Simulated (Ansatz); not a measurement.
Geometry optimisation, RKS BLYP-D4/def2-SVP (Ansatz 0.2.0).

input.yaml

```yaml
crystal:
  periodic: [false, false, false]
  atoms:
    - { symbol: W, position_ang: [-0.218861, -0.169739, 0.192668] }
    - { symbol: Cl, position_ang: [-0.150673, -0.051336, 2.54158] }
    - { symbol: H, position_ang: [1.212793, -1.137728, -0.071121] }
    - { symbol: H, position_ang: [-1.104653, 1.280881, -0.243405] }
    - { symbol: H, position_ang: [-1.801779, -0.643653, -0.204982] }
    - { symbol: H, position_ang: [-0.400833, -1.78645, -0.304454] }
    - { symbol: F, position_ang: [0.383874, 0.290945, -1.538538] }
    - { symbol: "N", position_ang: [1.965937, 2.041329, 1.160534] }
    - { symbol: H, position_ang: [2.897052, 1.640283, 1.017465] }
    - { symbol: Si, position_ang: [1.53838, 3.616979, 0.46791] }
    - { symbol: H, position_ang: [1.350496, 3.465898, -1.008057] }
    - { symbol: H, position_ang: [0.260628, 4.022776, 1.132848] }
    - { symbol: H, position_ang: [2.585656, 4.673514, 0.703681] }
    - { symbol: H, position_ang: [1.605184, 1.785803, 2.101973] }
basis:
  gaussian: { orbitals: def2-SVP }
hamiltonian:
  xc: blyp
  dispersion: d4
relax:
  f_tol: 0.03
  max_steps: 50
```

Command:

```bash
$ ansatz run input.yaml --threads 4 --pin off --max-ram 5120MiB --backend cpu --events-out ev --progress --plain --runs-dir out
```

**Question.** Where does it end, and by what steps?

**Answer.** The run converged. After 24 steps the energy has fallen by 0.778 eV; H9 moved furthest, 0.97 Å. Joined: W1–N8 (3.26 → 2.40 Å).

```csv
step,energy less start (eV),largest force component (eV/Å),accepted
0,0.0000,1.263,yes
1,-0.2951,0.750,yes
2,-0.5656,1.006,yes
3,-0.6825,0.965,yes
4,-0.7264,0.264,yes
5,-0.7495,0.184,yes
6,-0.7541,0.226,yes
7,-0.7626,0.076,yes
8,-0.7668,0.065,yes
9,-0.7693,0.041,yes
10,-0.7704,0.040,yes
11,-0.7713,0.033,yes
12,-0.7721,0.038,yes
13,-0.7729,0.086,yes
14,-0.7737,0.050,yes
15,-0.7743,0.052,yes
16,-0.7752,0.095,yes
17,-0.7756,0.126,yes
18,-0.7760,0.126,yes
19,-0.7765,0.100,yes
20,-0.7769,0.076,yes
21,-0.7773,0.080,yes
22,-0.7776,0.072,yes
23,-0.7778,0.041,yes
24,-0.7778,0.020,yes
```

```xyz
14
Properties=species:S:1:pos:R:3
W 0.026 0.092 0.371
Cl -0.644 0.254 2.541
H 1.441 -0.945 0.485
H -0.701 1.531 -0.339
H -1.459 -0.257 -0.409
H -0.356 -1.541 0.023
F 0.826 0.211 -1.363
N 1.746 1.702 0.815
H 2.494 1.414 0.165
Si 1.241 3.429 0.523
H 0.968 3.561 -0.933
H 0.049 3.688 1.380
H 2.364 4.342 0.930
H 2.130 1.550 1.759
```

Whether the end is a true minimum wasn't checked by a vibrational analysis.

Time of the run: 72 s on 4 threads of Arm Neoverse V2 (shared host), peak memory 0.21 GiB.
